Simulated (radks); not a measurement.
Results of a calculation; reference values are marked as such.
Question: The table gives one normalised radial function P(r) = r R(r) (large component) of Lu+ in [Xe] 4f14 6s2 (r in bohr). Code: a radial shooting solver on a logarithmic mesh with Libxc functionals. Model: Dirac Kohn-Sham, PBE, spin-unpolarised, spherical densities, finite nucleus; Fermi nuclear charge, rms radius 5.37 fm.

r	P
0.001757	0.0000
0.0024	0.0000
0.003253	0.0001
0.004408	0.0001
0.005974	0.0003
0.008097	0.0008
0.01097	0.0018
0.01487	0.0041
0.02016	0.0089
0.02754	0.0189
0.03732	0.0373
0.05058	0.0680
0.06854	0.1117
0.0929	0.1581
0.1259	0.1780
0.1706	0.1282
0.2312	-0.0129
0.3159	-0.1949
0.4282	-0.2733
0.5803	-0.1508
0.7864	0.1346
1.066	0.4420
1.444	0.6376
1.958	0.6657
2.653	0.5576
3.625	0.3723
4.912	0.1863
6.657	0.0637
9.023	0.0127

Which n and l does it have? It may be an empty orbital.

Answer: n = 5, l = 2: the number of nodes gives n - l - 1 = 2, the rise at small r points to l (this Dirac orbital starts outside the nucleus as r^gamma with gamma = sqrt((l + 1)^2 - (Z/c)^2) = 2.95; the j = 5/2 orbital of l + 1 starts with the same power, but with a smaller coefficient, and then steepens), and the extent must fit the shell. The curve is that of 5d5/2; the two j differ most near the nucleus, where j = l - 1/2 has the larger amplitude, and in heavy atoms j = l - 1/2 is also the more compact. 5d5/2 (empty): eigenvalue -9.007 eV, 2 radial nodes at r = 0.226, 0.690 bohr, <r> = 2.40 bohr, 90 % of the charge inside 3.84 bohr.
